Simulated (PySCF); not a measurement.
Species: C₇H₁₄FN.
Structure used (GFN2-xTB), in Å, numbered top down from 1:
```
atom  x, y, z in Å
C1    -1.190   -1.192    1.170
C2    -0.836   -0.204    0.058
C3    -0.735   -0.926   -1.287
C4    -1.911    0.882   -0.041
C5     0.493    0.481    0.404
N6     1.055    1.317   -0.670
C7     2.400    0.780   -0.452
C8     1.796   -0.333    0.406
F9     2.375   -0.499    1.639
H10   -1.320   -0.675    2.118
H11   -2.117   -1.709    0.931
H12   -0.404   -1.933    1.292
H13   -0.118   -1.817   -1.211
H14   -1.723   -1.229   -1.623
H15   -0.298   -0.260   -2.025
H16   -1.658    1.583   -0.832
H17   -1.996    1.428    0.896
H18   -2.877    0.437   -0.265
H19    0.389    1.005    1.364
H20    0.950    2.318   -0.554
H21    2.891    0.472   -1.376
H22    3.074    1.417    0.130
H23    1.754   -1.317   -0.060
```

Probes without a nucleus sit at each ring's centroid and 1 Å off its mean plane on both sides; NICS is minus the shielding there, NICSzz its component along the normal. Level: GIAO PBE0/pcSseg-1 (PySCF, non-relativistic, gas phase) on the GFN2-xTB geometry, one conformer.

Ring bond lengths (Å), with Mayer bond orders in brackets: C5–N6 1.472 (0.98), N6–C7 1.465 (0.98), C7–C8 1.530 (1.03), C8–C5 1.536 (0.98).

Q: What do the NICS probes read (ppm)?

A: 
```json
{"ring": "C5–N6–C7–C8", "type": "4-membered ring with N; formal bonds all single", "NICS(0)": "-2.8", "NICS(1), two faces": "1.0 / -2.7", "NICS(1)zz, two faces": "4.7 / -1.2", "rms pucker (Å)": "0.09", "centre to ring atoms, mean (Å)": "1.06"}
```

Q: What can be read from them?

A: 
- C5–N6–C7–C8: mean NICS(1)zz 1.7 ppm, near zero. C5, C7, C8 have four or more neighbours, so the value isn't read as a sign of a π ring current. The two faces differ by 5.9 ppm, so no symmetry operation interchanges them.

Q: What is the mean of the two in-plane components of NICS at the second NICS(1) probe listed for ring C5–N6–C7–C8, 1 Å off the ring?

A: The isotropic value is a third of the trace: (3 × -2.7 − (-1.2))/2 = -3.5 ppm.
